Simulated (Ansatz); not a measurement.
Ansatz (an electronic-structure program) input (CCSD(T)/aug-cc-pVDZ):

Ansatz 0.2 input:
```yaml
crystal:
  periodic: [false, false, false]
  atoms:
    - {symbol: C, position_ang: [-1.95105108, 0.13248936, -0.04399183]}
    - {symbol: C, position_ang: [-0.50694792, 0.29325068, 0.31313964]}
    - {symbol: C, position_ang: [0.50694792, -0.29325068, -0.31313964]}
    - {symbol: C, position_ang: [1.95105108, -0.13248936, 0.04399183]}
    - {symbol: H, position_ang: [-2.07809854, -0.53645292, -0.89653654]}
    - {symbol: H, position_ang: [-2.40593983, 1.09501804, -0.29633442]}
    - {symbol: H, position_ang: [-2.52350439, -0.27380771, 0.79522323]}
    - {symbol: H, position_ang: [-0.28987359, 0.94664166, 1.15587905]}
    - {symbol: H, position_ang: [0.28987359, -0.94664166, -1.15587905]}
    - {symbol: H, position_ang: [2.07809854, 0.53645292, 0.89653654]}
    - {symbol: H, position_ang: [2.52350439, 0.27380771, -0.79522323]}
    - {symbol: H, position_ang: [2.40593983, -1.09501804, 0.29633442]}
basis:
  gaussian:
    orbitals: aug-cc-pVDZ
magnetization: {spin_polarized: false}
correlation: {method: ccsd_t, electrons: outside_noble_gas}
output: {forces: true}
```

End of the output:

```
the calculation of the forces begins
Total energy: -4266.34949167 eV, -156.7854519833 hartree
Atom 0 at    -1.951051     0.132489    -0.043992 Å, force    -0.141570     0.009941    -0.002781 eV/Å
Atom 1 at    -0.506948     0.293251     0.313140 Å, force    -0.776390     0.538118     0.591187 eV/Å
Atom 2 at     0.506948    -0.293251    -0.313140 Å, force     0.776390    -0.538118    -0.591187 eV/Å
Atom 3 at     1.951051    -0.132489     0.043992 Å, force     0.141570    -0.009941     0.002781 eV/Å
Atom 4 at    -2.078099    -0.536453    -0.896537 Å, force    -0.039340    -0.304908    -0.386595 eV/Å
Atom 5 at    -2.405940     1.095018    -0.296334 Å, force    -0.166713     0.399199    -0.116533 eV/Å
Atom 6 at    -2.523504    -0.273808     0.795223 Å, force    -0.216658    -0.182329     0.347201 eV/Å
Atom 7 at    -0.289874     0.946642     1.155879 Å, force     0.106586     0.306157     0.395404 eV/Å
Atom 8 at     0.289874    -0.946642    -1.155879 Å, force    -0.106586    -0.306157    -0.395404 eV/Å
Atom 9 at     2.078099     0.536453     0.896537 Å, force     0.039340     0.304908     0.386595 eV/Å
Atom 10 at     2.523504     0.273808    -0.795223 Å, force     0.216658     0.182329    -0.347201 eV/Å
Atom 11 at     2.405940    -1.095018     0.296334 Å, force     0.166713    -0.399199     0.116533 eV/Å
Dipole moment:     0.000000    -0.000000    -0.000000 e Å
```
